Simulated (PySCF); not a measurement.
# Reading the logs of faulty runs: GeH6N2Si

These are calculations, not measurements. The program is PySCF 2.14.0, an open-source quantum chemistry code, run on an isolated molecule that a program drew, which may never have been made. The molecule is GeH6N2Si (charge 0, singlet), drawn as the SMILES string `[NH2][GeH2][N]=[SiH2]`.

Each row is a Hartree-Fock (HF) and frozen-core CCSD(T) single point in the cc-pV(D+d)Z basis, meant for a local HF minimum. Run 1 is clean. Each other run has one planted mistake out of seven kinds, and not every kind appears here: one electron removed, one electron added, multiplicity raised by two, geometry at a saddle point, minimal basis STO-3G, one bond length entered in bohr, all coordinates scaled. The reference is restricted for singlets and unrestricted otherwise, and also for a bond in bohr. Adding or removing an electron swaps singlet and doublet. Electrons count all cores. HOMO and LUMO are orbital energies over both spins, the gradient is its largest component, and the lowest frequency (negative if imaginary) is given only where the gradient is small. Bond lengths are over the 9 bonds as drawn. T1 is the CCSD diagnostic: over 0.02 (restricted) or 0.045 (unrestricted) a single reference is doubtful. Germanium has the cc-pVDZ-PP basis, with a core potential (ECP10MDF) in place of its 10 inner electrons, and its 3s, 3p and 3d shells are frozen in CCSD(T).

Geometry of the clean run:
```xyz
10
GeH6N2Si, angstrom
N     0.6389    0.8525   -2.3634
Ge   -0.6449    1.5649   -1.2378
N    -1.2142    0.3221   -0.0508
Si   -1.0202   -1.1964    0.2716
H     1.5629    0.8155   -1.9661
H     0.7107    1.3355   -3.2436
H    -0.1138    2.7674   -0.4424
H    -1.8009    2.0003   -2.1439
H    -0.1180   -2.1576   -0.3934
H    -1.7651   -1.8473    1.3621
```

| run | electrons | basis functions | <S^2> | HOMO (eV) | LUMO (eV) | gradient (hartree/bohr) | lowest frequency (cm^-1) | mean bond (Å) | longest bond (Å) | T1 | HF (hartree) | CCSD(T) (hartree) | mistake |
|---|---|---|---|---|---|---|---|---|---|---|---|---|---|
| 1 | 66 | 104 | 0.000 | -10.09 | 1.87 | 3.7e-06 | 78 | 1.4728 | 1.850 | 0.0167 | -694.68805 | -695.28407 | no fault |
| 2 | 67 | 104 | 0.769 | 0.25 | 8.44 | 9.2e-02 | - | 1.4728 | 1.850 | 0.0160 | -694.64811 | -695.25265 | one electron added |
| 3 | 66 | 104 | 0.816 | -10.08 | 1.63 | 1.7e-02 | - | 1.5723 | 1.902 | 0.0568 | -694.55884 | -695.14440 | one bond length entered in bohr |
| 4 | 65 | 104 | 0.773 | -15.18 | -5.57 | 8.7e-02 | - | 1.4728 | 1.850 | 0.0239 | -694.40573 | -694.95338 | ? |

**Which mistake was planted in run 4, and what did it cost?**

It counts 65 electrons, one fewer than the clean run, at the same geometry and basis. So the mistake is: one electron removed. Subtracting run 1 and multiplying by 627.51 kcal/mol a hartree, the energy moved by 177.2 kcal/mol in HF and 207.5 kcal/mol in CCSD(T).

Cautions from the logs. Run 2: the HOMO is above zero, so the electron isn't bound and the energy depends on the basis; run 3: T1 is over the limit, so its CCSD(T) energy is less reliable.
